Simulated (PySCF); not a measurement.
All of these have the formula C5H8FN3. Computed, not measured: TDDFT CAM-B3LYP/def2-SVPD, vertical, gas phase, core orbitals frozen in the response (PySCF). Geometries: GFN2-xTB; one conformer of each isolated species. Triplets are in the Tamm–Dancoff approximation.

A. `CCc1c(F)nnn1C`
B. `CCCN1N=CC(F)=N1`
C. `c1(n[nH]c(n1)F)C(C)C`

Lowest singlet levels (six at most, fewer where fewer were computed) with oscillator strengths:

1. 193 nm (f 0.205); 190 nm (f 0.002); 167 nm (f 0.027); 165 nm (f 0.035); 162 nm (f 0.009); 152 nm (f 0.008); T1 4.75 eV
2. 181 nm (f 0.005); 174 nm (f 0.000); 170 nm (f 0.105); 161 nm (f 0.013); 157 nm (f 0.001); 155 nm (f 0.001); T1 4.90 eV
3. 209 nm (f 0.008); 196 nm (f 0.182); 184 nm (f 0.007); 170 nm (f 0.043); 165 nm (f 0.001); 161 nm (f 0.006); T1 4.41 eV

Question: Which spectrum belongs to which structure?

Answer: 1 = B, 2 = C, 3 = A.
- A: S1 at 5.94 eV, HOMO-1→LUMO (46%), HOMO-1→LUMO+1 (41%); Löwdin shares by element: HOMO carbon 45% or more, nitrogen 22% or more, fluorine 11% (atoms not listed hold the other 22%); LUMO carbon 21% or more, nitrogen 21% or more (atoms not listed hold the other 58%); HOMO -8.51 and LUMO 0.73 eV.
- B: S1 at 6.43 eV, HOMO→LUMO (91%); Löwdin shares by element: HOMO carbon 41% or more, nitrogen 24% or more, fluorine 10% (atoms not listed hold the other 25%); LUMO nitrogen 63%, carbon 11% or more (atoms not listed hold the other 26%); HOMO -8.95 and LUMO 0.70 eV.
- C: S1 at 6.85 eV, HOMO-1→LUMO+1 (97%); Löwdin shares by element: HOMO nitrogen 47% or more, carbon 31% or more (atoms not listed hold the other 21%); LUMO carbon 37% or more, hydrogen 21% or more, fluorine 16%, nitrogen 9% or more (atoms not listed hold the other 17%); HOMO -9.02 and LUMO 1.12 eV; point group Cs, 1 of its 6 listed states under f = 0.0005.
